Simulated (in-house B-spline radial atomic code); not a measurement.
# Response and correlation of Ho37+

Closed shell [Ar] 3d10 4s2. Computed with an all-electron radial atomic-structure program (B-spline basis): Dirac-Hartree-Fock, relativistic RPA (time-dependent Dirac-Hartree-Fock) for the response and second-order many-body perturbation theory for correlation, no-pair Dirac-Coulomb Hamiltonian, finite nucleus.

Command:
```bash
python run_mb.py task.json out
```
Settings (nuclear radius in fm, box in bohr, cutoff in hartree):
```
basis_form          2
Z                   67
core_configuration  [Ar] 3d10 4s2
rms_radius          5.2022
mass_number         165
speed_of_light      137.036
box_radius          2.451
lmax                7
intervals           56
virtual_cutoff      112225.0
```

Time taken, with all properties: 4.5 s on 1 thread of Arm Neoverse V1, with other jobs on the host.

```
multipole (bohr³, bohr⁵, bohr⁷)   uncoupled  coupled RPA
                         dipole    0.053063            ?
                     quadrupole   0.0044404    0.0048657
                       octupole  0.00075053    0.0008016
```

Question: What is the coupled dipole polarisability?

Answer: 0.057233 atomic units, +8 % against the uncoupled value.

Question: Which subshells carry the dipole polarisability?

Answer: 4s1/2 97.0 %, 3d5/2 1.4 %, 3d3/2 0.9 %.

Question: What does the dipole shielding factor come to?

Answer: The dipole shielding factor is 0.447, against the exact N/Z = 30/67 = 0.448 of the non-relativistic theorem.

Dipole polarisability at imaginary frequency:

```tsv
u (Eh)	α(iu) (bohr³)
0	0.05723
11.7	0.0112
35.1	0.003981
70.3	0.002074
117	0.001091
234	0.0003698
468	0.0001095
1170	1.964e-05
```

Question: What dispersion coefficients follow for two such ions (the dispersion part alone)?

Answer: C6 = (3/π)∫α(iu)²du = 0.01284 hartree·bohr⁶ and C8 = 0.008007 hartree·bohr⁸.

Lowest J = 1 odd-parity excitations:

| energy (eV) | oscillator strength | leading channel | weight |
| --- | --- | --- | --- |
| 74.349 | 0.118 | 4s1/2 → p1/2 | 0.977 |
| 144.94 | 1.06 | 4s1/2 → p3/2 | 0.975 |
| 740.81 | 0.175 | 4s1/2 → p1/2 | 0.998 |
| 768.85 | 0.229 | 4s1/2 → p3/2 | 0.998 |
| 1068.1 | 0.0555 | 4s1/2 → p1/2 | 0.999 |
| 1083.3 | 0.0824 | 4s1/2 → p3/2 | 0.999 |
| 1266.8 | 0.0239 | 4s1/2 → p1/2 | 0.996 |
| 1271.3 | 0.129 | 3d3/2 → p1/2 | 0.981 |

Second-order correlation energy by the highest angular momentum of the excited pair (hartree): s -0.02515, p -0.2565, d -0.5079, f -0.6305, g -0.1961, h -0.0845, i -0.03816, k -0.01933.

Question: What is the second-order correlation energy at the partial-wave limit?

Answer: The listed waves sum to -1.758 hartree; extrapolating the increments as (l + 1/2)⁻⁴ gives -1.7976 hartree, -1.63 eV per electron.
